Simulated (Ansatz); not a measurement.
## Dissociation curves of CdH2 (SMILES [H][Cd][H])

The species is CdH2 (3 atoms), meant as a singlet with charge 0. SMILES: `[H][Cd][H]`. The shape comes from GFN2-xTB, which is rough for such elements, and wasn't checked as a minimum.

```xyz
3

Cd    0.0003    0.0001    0.0005
H    -0.0175   -0.0215    1.6572
H     0.0172    0.0214   -1.6577
```

The Cd1–H3 distance is scanned; the parts on either side stay rigid. Basis STO-3G, 14 core orbitals frozen in the correlated methods; program Ansatz 0.2.0. FCI is exact within this basis and core. Energies in eV from each method's value at 1.658 Å; methods without a U are spin-restricted. The shape above is that at 1.658 Å.

```tsv
distance (Å)	revPBE	B3LYP	HSE06	RPA@PBE	FCI
1.658	0.00	0.00	0.00	0.00	0.00
2.073	1.30	1.45	1.43	1.30	1.28
2.488	2.99	3.28	3.30	3.00	2.92
3.317	5.58	6.13	6.26	5.28	4.72
4.146	6.65	7.37	7.55	5.64	4.96
```

Departure from the FCI curve at its largest: revPBE +1.70 eV at 4.15 Å; B3LYP +2.42 eV at 4.15 Å; HSE06 +2.59 eV at 4.15 Å; RPA@PBE +0.68 eV at 4.15 Å. Restricted functionals keep the electrons paired too, and rise too high.
